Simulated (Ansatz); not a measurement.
`N[SiH]1C=C([SiH3])O1`, charge 0, multiplicity 1.

(1) Give a relaxed structure at PBE0-D4/def2-TZVP (Ansatz). (An estimate is asked.)

Results:

(1) Computed: 
Z-matrix (Å, degrees):
```
Si
C 1 1.833
C 1 2.167 2 38.3
O 1 1.719 2 78.2 3 -3.1
N 1 1.689 2 121.6 3 -119.3
H 1 1.481 2 120.1 3 103.1
H 2 1.077 1 147.2 3 -172.3
Si 3 1.877 1 169.3 2 157.5
H 5 1.006 1 122.2 2 -163.3
H 5 1.006 1 123.0 2 34.2
H 8 1.485 3 109.5 1 -36.9
H 8 1.485 3 109.7 1 82.9
H 8 1.484 3 108.2 1 -157.0
```
This is one stationary point; other conformers may exist.
